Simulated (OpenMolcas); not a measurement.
# Mg: effect of correlating more closed shells

- Program: OpenMolcas
- Basis: ANO-RCC-VQZP [6s5p3d2f1g]
- Scalar Hamiltonian: DKH2, point nucleus
- Active space: 2 electrons in 8 orbitals (3s 3p 4s 4p)
- State averaging: 2S+1 = 3 even, 3 roots; 2S+1 = 1 even, 1 root; 2S+1 = 3 odd, 3 roots; 2S+1 = 1 odd, 3 roots
- Spin-orbit coupling: RASSI with atomic mean-field integrals over the reference wave functions, term energies averaged over their components

Methods on the same reference wave functions:
A. CASSCF
B. SS-CASPT2, IPEA 0.25 Eh, imaginary shift 0.1 Eh (closed shells correlated: 2s 2p)
C. SS-CASPT2, IPEA 0.25 Eh, imaginary shift 0.1 Eh (closed shells correlated: 1s 2s 2p)

Energies in eV above 3s² ¹S₀, the measured ground level; measured values from NIST Handbook of Basic Atomic Spectroscopic Data.

| Level | A | B | C | Measured |
| --- | --- | --- | --- | --- |
| 3s² ¹S₀ | 0.0000 | 0.0000 | 0.0000 | 0.0000 |
| 3s 3p ³P°₀ | 2.7234 | 2.702 | 2.701 | 2.7091 |
| 3s 3p ³P°₁ | 2.7253 | 2.704 | 2.703 | 2.7116 |
| 3s 3p ³P°₂ | 2.7291 | 2.708 | 2.707 | 2.7166 |
| 3s 3p ¹P°₁ | 5.0163 | 4.561 | 4.560 | 4.3458 |

Deviations, from unrounded energies. A percentage is the sum of absolute deviations over the sum of measured energies, with the sign that they share, or ± where signs differ.

```csv
Against measurement,Levels,A,B,C
mean absolute deviation (cm-1),4,1400,480,490
other configurations (%),4,+5.7,±1.9,±1.9
```

B, C lie about equally close to measurement and A furthest from it. The largest miss of B in the table is 3s 3p ¹P°₁, by +1700 cm-1. The ranking rests on the paired levels alone, and a cruder setting can come out closer through cancelling errors.

Between B and C the level of the table that moves most is 3s 3p ³P°₀, by 12 cm-1 (lowest in C, highest in B).

The lowest spin-free term lies below A's lowest term by 0.280 hartree in B, 0.294 hartree in C.

What an inner shell adds also hangs on whether the basis holds functions to correlate it.

Active for correlation alone: 4p 4s; no level in the range computed is led by a configuration that fills them, so any true level of that kind is missing. Without dynamic correlation excited terms often stand tens of per cent too high (terms of higher spin than the ground term too low), and those without a measured partner can miss by more than the paired ones (holds for A). Computed and measured levels are paired by configuration, term and J; levels that our copy of the source lacks, or whose pairing is in doubt (as where it misses far off the trend of its configuration), stay unpaired and out of the deviations. Only configurations of the active space appear. Levels that lie high or do not pair safely by name in every column are left out.

° marks odd parity.
